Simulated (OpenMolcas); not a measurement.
Mn3+: ligand-field states by method

Mn3+ with 6 ligands (water) in octahedral coordination (Th) at 2.08 Å. Ligand basis ANO-RCC-VDZP.
```
Mn    0.0000    0.0000    0.0000
O     2.0800    0.0000    0.0000
H     2.6570    0.7797    0.0000
H     2.6570   -0.7797    0.0000
O     0.0000    2.0800    0.0000
H     0.0000    2.6570    0.7797
H     0.0000    2.6570   -0.7797
O    -2.0800    0.0000    0.0000
H    -2.6570    0.7797    0.0000
H    -2.6570   -0.7797    0.0000
O     0.0000   -2.0800    0.0000
H     0.0000   -2.6570    0.7797
H     0.0000   -2.6570   -0.7797
O     0.0000    0.0000    2.0800
H     0.7797    0.0000    2.6570
H    -0.7797    0.0000    2.6570
O     0.0000    0.0000   -2.0800
H     0.7797    0.0000   -2.6570
H    -0.7797    0.0000   -2.6570
```

| Quantity | Value |
| --- | --- |
| Program | OpenMolcas 26.06 |
| Basis | ANO-RCC-VDZP [5s4p2d1f] |
| Scalar Hamiltonian | DKH2, point nucleus |
| Active space | 4 electrons in 5 orbitals (3d) |
| State averaging | 2S+1 = 5 even, 5 roots; 2S+1 = 3 even, 45 roots; 2S+1 = 1 even, 50 roots |
| Spin-orbit coupling | state interaction with AMFI integrals over the reference wave functions |

I. CASSCF
II. SS-CASPT2, IPEA 0.25 Eh, imaginary shift 0.1 Eh (closed shells correlated: 3s 3p and the ligand valence shells)

Spin-free states (labels of O, taken over from Oh, the nearest higher group) in cm-1, each column counted from its own energy of the first state listed:

```csv
State,Degeneracy,I,II
5E,2,0,0
5T2,3,10517,12270
3T1,3,15230,11000
3E,2,22583,18980
3T1,3,24127,19280
3T2,3,24900,20300
1T2,3,26795,19660
3A2,1,26902,21590
3A1,1,27616,22170
1E,2,27807,21140
3E,2,31018,25370
3T1,3,32644,30610
1A1,1,32759,23760
3T2,3,33787,31490
1A2,1,34027,28340
1T2,3,34325,27880
3T1,3,34559,31640
1T1,3,36131,29470
3T2,3,39952,36680
1E,2,40657,32100
```

From I to II, I's first state of the same spin (5T2) moves from 10517 to 12270 cm-1, by about +1800 cm-1.

From I to II, I's first state of another spin (3T1) moves from 15230 to 11000 cm-1, by about -4200 cm-1.

I: A least-squares ligand-field fit to the states below 45000 cm-1, each weighted by its degeneracy and with a free common offset, gives 10Dq = 10224 cm-1, B = 1134 cm-1 and C = 4289 cm-1 (C/B = 3.78), with an rms deviation of 124 cm-1. The same method and metal basis give the free ion B = 1220 cm-1 (fit to its terms below 60000 cm-1, rms deviation 47 cm-1), so the nephelauxetic ratio is β = 1134 / 1220 = 0.93; it hangs on how both fits weigh the states, and computed free-ion B values tend to be too large, so β mixes covalency with correlation.

χT at 300 K: I 2.93, II 2.94 cm3 K/mol.

Roots that are degenerate in the reference are averaged as groups; the widest CASPT2 spread within a group is 190 cm-1 (the 3-fold group of multiplicity 3 near 60900 cm-1 above the lowest state of its run, II). Shifts and gaps below about the spread of the groups concerned are not significant. Over all roots computed the reference weight is 0.69 to 0.71 in II; a low but even weight reflects the number of correlated electrons. An orbital doublet at a regular site is open to a Jahn-Teller distortion, which this geometry leaves out. Ligand-to-metal charge-transfer states are missing. With no ligand orbital active B as a rule stays too high, so bands that hang on it stand too high and its fall with covalency is understated. Without dynamic correlation the repulsion within the d shell is too large (B by tens of per cent), so at a given field states of lower spin stand too high (holds for I). With metal d orbitals alone the field can be off either way by tens of per cent (holds for I). This shell can be high or low spin here, a state of another spin lies low, and with metal d orbitals alone active their balance is uncertain, so the ground spin may be wrong (holds for II). These CASPT2 states fit no ligand-field parameters well, so their order and spin gaps are uncertain (holds for II). With one d shell and no ligand orbital active, 10Dq can be off by a tenth or more (holds for II). Free-ion shares, where given, are those of the reference states; single-state CASPT2 does not remix them (holds for II). The distance lies 4 % over the 2 Å that this model takes as the normal distance (a Shannon-type radius plus a fixed donor radius); by an R⁻⁵ law this alone changes a d-shell field by about -18 %. No measured value stands beside these numbers; the geometry is a model, was not optimised and need not be the one that this ion takes.
